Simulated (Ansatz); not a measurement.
Basis-set extrapolation for CH6OSi2, SMILES `[SiH3]C1O[SiH2]1` (PBE0-D4/def2-TZVP geometry, frozen core, the Gaussian-basis code of Ansatz). Multiplicity 1, RHF reference.

```tsv
	def2-TZVPP	def2-QZVPP
HF	-694.125627	-694.149612
MP2 correlation	-0.651548	-0.699422
CCSD(T) correlation	-0.722198	not run
```

Energies in hartree. Use E(X) = E(∞) + A·exp(−7.88·√X) for Hartree–Fock and E(X) = E(∞) + B·X^(−2.97) for correlation, with X = 3 and 4, and add CCSD(T) minus MP2 of the smaller set to the MP2 limit.

**Question.** What is the CCSD(T) energy at the basis-set limit?

**Answer.** HF limit: -694.149612 + (-0.023985) × 0.13774 = -694.15292. MP2 limit: -0.699422 + (-0.047874) × 0.74074 = -0.73488. Higher-order term: -0.722198 − (-0.651548) = -0.07065. Total: -694.95845 hartree, 3.01 eV below CCSD(T)/def2-TZVPP.
